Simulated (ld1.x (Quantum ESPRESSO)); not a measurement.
Pseudopotential generation for Si (Z = 14): RRKJ, PBE, scalar-relativistic.

Input for ld1.x (Quantum ESPRESSO) 7.5:

```
&input
   title='Si', zed=14., rel=1, dft='PBE', iswitch=3,
   config='[Ne] 3s2 3p2',
   nld=2, rlderiv=1.80, eminld=-3.0, emaxld=5.0, deld=0.02
 /
 &inputp
   pseudotype=2, tm=.false., lloc=0,
   nlcc=.true., rcore=1.20,
   file_pseudopw='Si.UPF', file_wfcaegen='ae.wfc', file_wfcncgen='nc.wfc', file_beta='beta', file_chi='chi'
 /
2
3P  2  1   2.00   0.00  1.50  1.50  0.0
3S  1  0   2.00   0.00  1.65  1.65  0.0
 &test
   configts(1)='3s2 3p2'
 /
```

Command:

```bash
ld1.x < Si.in > Si.out
```

Output (shortened: banner, matrices, multipoles, cross overlaps and the repeated all-electron block are left out):

```
Program LD1 v.7.5
     --------------------------- All-electron run ----------------------------

     Si
     scalar relativistic calculation

     atomic number is 14.00
     dft =PBE   lsd =0 sic =0 latt =0  beta=0.20 tr2=1.0E-14
     Exchange-correlation= PBE
                           (   1   4   3   4   0   0   0)
     mesh =1141 r(mesh) = 100.57892 a.u. xmin = -7.00 dx = 0.01250
     1 Ry =  13.60569312 eV, c = 137.03599908

     n l     nl                  e(Ry)          e(Ha)          e(eV)
     1 0     1S 1( 2.00)      -131.2640       -65.6320     -1785.9374
     2 0     2S 1( 2.00)       -10.2531        -5.1266      -139.5006
     2 1     2P 1( 6.00)        -7.0235        -3.5117       -95.5594
     3 0     3S 1( 2.00)        -0.7947        -0.3974       -10.8128
     3 1     3P 1( 2.00)        -0.3000        -0.1500        -4.0812

     final scf error:  4.7E-15 reached in  24 iterations

     Etot =    -579.674871 Ry,    -289.837435 Ha,   -7886.878406 eV

     Ekin =     581.106155 Ry,     290.553077 Ha,    7906.352011 eV
     Encl =   -1383.798685 Ry,    -691.899343 Ha,  -18827.540255 eV
     Eh   =     264.316384 Ry,     132.158192 Ha,    3596.207606 eV
     Exc  =     -41.298724 Ry,     -20.649362 Ha,    -561.897768 eV

     normalization and overlap integrals

     s(1S/1S) =  1.000000  <r> =   0.1113  <r2> =    0.0167  r(max) =   0.0723
     s(2S/2S) =  1.000000  <r> =   0.5680  <r2> =    0.3856  r(max) =   0.4543
     s(2P/2P) =  1.000000  <r> =   0.5376  <r2> =    0.3649  r(max) =   0.3861
     s(3S/3S) =  1.000000  <r> =   2.1632  <r2> =    5.4537  r(max) =   1.7967
     s(3P/3P) =  1.000000  <r> =   2.7953  <r2> =    9.4191  r(max) =   2.1672

     ------------------------ End of All-electron run ------------------------

     --------------------- Generating NC pseudopotential ---------------------

      Generating local pot.: lloc=0, matching radius rcloc =   1.6500

      Computing core charge for nlcc:

       r > 1.20 : true rho core
       r < 1.20 : rho core = a sin(br)/r    a=   1.96  b=   2.27

      Integrated core pseudo-charge :   1.29

      Wfc   3P  rcut= 1.508  Estimated cut-off energy=       74.46 Ry
      This function has    0 nodes for 0 < r <    1.508

     ------------------- End of pseudopotential generation -------------------

     Computing logarithmic derivative in   1.80798
     Computing logarithmic derivative in   1.80798
     Computing the partial wave expansion
       no projector for channel:   0
     R is outside the sphere for l=    1 j= 0.00

     ---------------------- Testing the pseudopotential ----------------------

     Si
     scalar relativistic calculation

     atomic number is 14.00   valence charge is  4.00
     dft =PBE   lsd =0 sic =0 latt =0  beta=0.20 tr2=1.0E-14
     mesh =1141 r(mesh) = 100.57892 xmin = -7.00 dx = 0.01250

     n l     nl             e AE (Ry)        e PS (Ry)    De AE-PS (Ry)
     1 0     3S   1( 2.00)       -0.79473       -0.79473        0.00000
     2 1     3P   1( 2.00)       -0.29996       -0.29996       -0.00000

     eps = 2.3E-15  iter = 20

     Etot =    -579.674871 Ry,    -289.837435 Ha,   -7886.878406 eV
     Etotps =    -8.738792 Ry,      -4.369396 Ha,    -118.897317 eV

     Ekin =       2.582008 Ry,       1.291004 Ha,      35.130003 eV
     Encl =     -13.661006 Ry,      -6.830503 Ha,    -185.867462 eV
     Ehrt =       5.867984 Ry,       2.933992 Ha,      79.837985 eV
     Ecxc =      -3.357349 Ry,      -1.678675 Ha,     -45.679062 eV
     (Ecc =      -1.195952 Ry,      -0.597976 Ha,     -16.271758 eV)
     Epseu=      -0.170427 Ry,      -0.085214 Ha,      -2.318781 eV

     ---------------------- End of pseudopotential test ----------------------
```

Generation and configuration tests took about 2.2 s on one core of a shared server CPU.
